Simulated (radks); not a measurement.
Species: Mg IX. Configuration: 1s1.5 2s2 3s0.5 (fractional occupations, a model configuration). All-electron calculation, scalar-relativistic Kohn-Sham, exchange-only PBE, spin-polarised, spherical densities, point nucleus; open shells are filled with parallel spins first. Program: a radial shooting solver on a logarithmic mesh with Libxc functionals.

Radial electron density D(r) = 4 pi r^2 rho(r):

```
   r/bohr * D(r) (the largest magnitude, 10.5, reaches the edge; | marks zero)
 0.008106 |  *
 0.008995 |   *
  0.01006 |    *
  0.01125 |     *
  0.01259 |      *
  0.01397 |        *
  0.01562 |         *
  0.01747 |           *
  0.01954 |              *
  0.02169 |                *
  0.02426 |                   *
  0.02713 |                      *
  0.03035 |                          *
  0.03367 |                             *
  0.03766 |                                  *
  0.04212 |                                      *
  0.04712 |                                          *
   0.0527 |                                              *
  0.05848 |                                                 *
  0.06541 |                                                    *
  0.07316 |                                                     *
  0.08183 |                                                      *
   0.0908 |                                                     *
   0.1016 |                                                   *
   0.1136 |                                               *
   0.1271 |                                          *
    0.141 |                                    *
   0.1577 |                              *
   0.1764 |                        *
   0.1973 |                   *
   0.2189 |               *
   0.2448 |             *
   0.2739 |             *
   0.3063 |              *
   0.3399 |                 *
   0.3802 |                   *
   0.4252 |                     *
   0.4756 |                     *
    0.532 |                    *
   0.5903 |                 *
   0.6603 |              *
   0.7385 |          *
    0.826 |       *
   0.9166 |     *
    1.025 |   *
    1.147 |   *
    1.283 |  *
    1.423 |  *
    1.592 | *
     1.78 |*
    1.991 |*
     2.21 *
    2.472 *
    2.765 *
    3.092 *
    3.431 *
```

D(r) has 2 maxima, at r = 0.0805, 0.461 bohr, and minima at 0.261 bohr, inside which lie 1.54 electrons.
